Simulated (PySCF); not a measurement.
## Mn+ (manganese, charge +1) across methods

[Ar] 3d5 4s1, high-spin 7S determinant. All numbers are calculated (PySCF 2.14, the spin-free X2C one-electron Hamiltonian (Gaussian nucleus), in aug-cc-pwCVTZ-DK with one added diffuse shell each of s, p, d, f, g type (11s10p8d5f4g, 152 functions)).

```tsv
method	E (hartree)	mean ε 3p β (eV)	mean ε 3d α (eV)	mean ε 4s α (eV)	Σ⟨r²⟩ (bohr²)	⟨S²⟩
PBE0	-1158.076	-61.880	-18.669	-13.294	25.60	12.000
LDA	-1155.848	-59.206	-16.571	-12.853	25.61	12.000
PBE	-1158.048	-59.068	-16.368	-12.616	25.73	12.000
UHF	-1157.16243	-68.900	-25.110	-14.976	25.75	12.000
r2SCAN	-1158.262	-59.741	-16.790	-12.889	25.46	12.000
```
